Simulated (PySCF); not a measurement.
C₅H₉N₃Si.
Bonds: Si1–C2, C2–C3 (aromatic), C3–N4 (aromatic), N4–N5 (aromatic), N5–N6 (aromatic), N6–C7, C7–C8, C8–C9, C2–N6 (aromatic), C7–C9. Hydrogens: H10, H11, H12 on Si1; H13 on C3; H14 on C7; H15, H16 on C8; H17, H18 on C9.

NICS = −σ at a ghost point: NICS(0) at the centroid of the ring atoms, NICS(1) 1 Å to either side along the normal of their mean plane, zz for the tensor component along that normal. Level: GIAO PBE0/pcSseg-1 (PySCF, non-relativistic, gas phase) on the GFN2-xTB geometry, one conformer.

Rings: 1. C2–C3–N4–N5–N6; 2. C7–C8–C9.

| set | NICS(0) | NICS(1), two faces | NICS(1)zz, two faces |
| --- | --- | --- | --- |
| P | -12.6 | -13.4 / -13.4 | -33.4 / -32.9 |
| Q | -40.4 | -8.1 / -5.7 | -22.6 / -19.2 |

Task: Which set (ppm) belongs to which ring?

Result: P = 1, Q = 2.
- 1 (5-membered ring with 3 N; formal bonds all aromatic): mean NICS(1)zz -33.2 ppm, shielded, aromatic by this magnetic criterion (flat ring, no four-coordinate atom).
- 2 (3-membered carbocycle; formal bonds all single): mean NICS(1)zz -20.9 ppm, shielded. C7, C8, C9 have four or more neighbours, so the value isn't read as a sign of a π ring current.

Task: How do the rings differ in shape?

Result: 
```
ring                   bond lengths (Å)  rms pucker (Å)  HOMA  nearest outside atom to a NICS(1) probe (Å)
   1  1.387, 1.339, 1.282, 1.326, 1.359            0.00  0.96                                hydrogen 2.41
   2                1.498, 1.497, 1.504            0.00     –                                hydrogen 1.43
```

HOMA = 1 − mean of α(R − Ropt)² over the ring bonds, with Krygowski's 1993 parameters (CC: Ropt 1.388 Å, α 257.7 Å⁻²; CN: Ropt 1.334 Å, α 93.52 Å⁻²; NN: Ropt 1.309 Å, α 130.33 Å⁻²). A dash marks a ring with a four-coordinate atom, a triple bond, no multiple bond or a kind of bond without parameters.

Shape of the structure used: `[SiH3:1][c:2]1[cH:3][n:4][n:5][n:6]1[CH:7]1[CH2:8][CH2:9]1`: N5–N6–C7–C8 -15°.
